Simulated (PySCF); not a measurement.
# Partial charges of `CC(=O)O[C@@H]1[SiH2][SiH2][SiH2]C1=O`

Species: C₄H₁₀O₃Si₃.
Cartesian coordinates in Å at the GFN2-xTB level; atoms count from 1:
```xyz
20
C4H10O3Si3 angstrom
C      2.9383    0.4914   -0.2036
C      1.9732   -0.6603   -0.3244
O      2.2744   -1.7994   -0.5531
O      0.7143   -0.2314   -0.1682
C     -0.3592   -1.1854   -0.2546
Si    -1.5153   -0.2957   -1.5375
Si    -1.8560    1.5636   -0.1563
Si    -1.1833    0.5479    1.8419
C     -1.0996   -1.2027    1.0363
O     -1.7686   -2.1464    1.3999
H      2.7540    1.0329    0.7205
H      3.9560    0.1139   -0.2231
H      2.7839    1.1733   -1.0373
H      0.0149   -2.1627   -0.5559
H     -0.6970   -0.2106   -2.7513
H     -2.6388   -1.1890   -1.8273
H     -3.2458    2.0462   -0.2015
H     -1.0669    2.7436   -0.5457
H     -2.1152    0.4643    2.9661
H      0.1316    0.9173    2.3722
```

Density: PBE0/pcSseg-1 (PySCF); schemes: Mulliken, IAO, Hirshfeld and ESP-fitted. The structure is a single GFN2-xTB conformer in the gas phase; no vibrational or solvent corrections.

Question: Do the Mulliken, IAO, Hirshfeld and ESP-fitted schemes agree on where the charge is highest?

Answer: The schemes don't all agree: Mulliken Si6 (+0.440); IAO C2 (+0.531); Hirshfeld Si6 (+0.249); ESP-fitted C2 (+0.877).

Question: Which atoms carry the lowest charge in the Mulliken, IAO, Hirshfeld and ESP-fitted schemes?

Answer: The schemes don't all agree: Mulliken O4 (-0.493); IAO C1 (-0.474); Hirshfeld O3 (-0.250); ESP-fitted C1 (-0.650).

Question: Give the atomic charges in each scheme.

Answer: In e:

```tsv
atom	environment	Mulliken	IAO	Hirshfeld	ESP-fitted
C1	methyl carbon next to a carbonyl	-0.243	-0.474	-0.119	-0.650
C2	ester carbonyl carbon	+0.395	+0.531	+0.223	+0.877
O3	ester carbonyl oxygen	-0.391	-0.448	-0.250	-0.547
O4	ester single-bonded oxygen	-0.493	-0.357	-0.074	-0.463
C5	sp3 carbon bound to oxygen	-0.240	-0.231	-0.056	-0.137
Si6	SiH2 silicon	+0.440	+0.471	+0.249	+0.241
Si7	SiH2 silicon	-0.045	+0.149	+0.149	+0.105
Si8	SiH2 silicon	+0.381	+0.395	+0.223	+0.164
C9	carbonyl carbon	+0.049	+0.141	+0.061	+0.455
O10	carbonyl oxygen	-0.336	-0.383	-0.219	-0.460
H11	methyl hydrogen	+0.148	+0.171	+0.056	+0.183
H12	methyl hydrogen	+0.146	+0.174	+0.059	+0.181
H13	methyl hydrogen	+0.147	+0.174	+0.060	+0.189
H14	methine hydrogen	+0.181	+0.187	+0.046	+0.160
H15	Si–H hydrogen	-0.029	-0.085	-0.065	-0.040
H16	Si–H hydrogen	-0.022	-0.090	-0.063	-0.051
H17	Si–H hydrogen	-0.011	-0.078	-0.072	-0.055
H18	Si–H hydrogen	-0.010	-0.074	-0.070	-0.048
H19	Si–H hydrogen	-0.026	-0.084	-0.065	-0.056
H20	Si–H hydrogen	-0.041	-0.088	-0.070	-0.045
```

Mean size of the charges over all atoms: ESP-fitted 0.255 e, IAO 0.239 e, Mulliken 0.189 e, Hirshfeld 0.112 e. Each set sums to the total charge, 0, to within 0.001 e. The IAO scheme counts the electrons in orthogonalised intrinsic atomic orbitals, a minimal basis polarised so that it spans the occupied orbitals exactly.

Question: How many electrons does the Mulliken scheme count on O3?

Answer: Z − q = 8 − (-0.391) = 8.391.

Question: Sum the charges by element.

Answer: 
```
element  atoms  Mulliken     IAO  Hirshfeld  ESP-fitted
      C      4    -0.039  -0.033     +0.108      +0.544
      O      3    -1.221  -1.189     -0.544      -1.471
     Si      3    +0.776  +1.016     +0.621      +0.510
      H     10    +0.483  +0.207     -0.185      +0.417
```
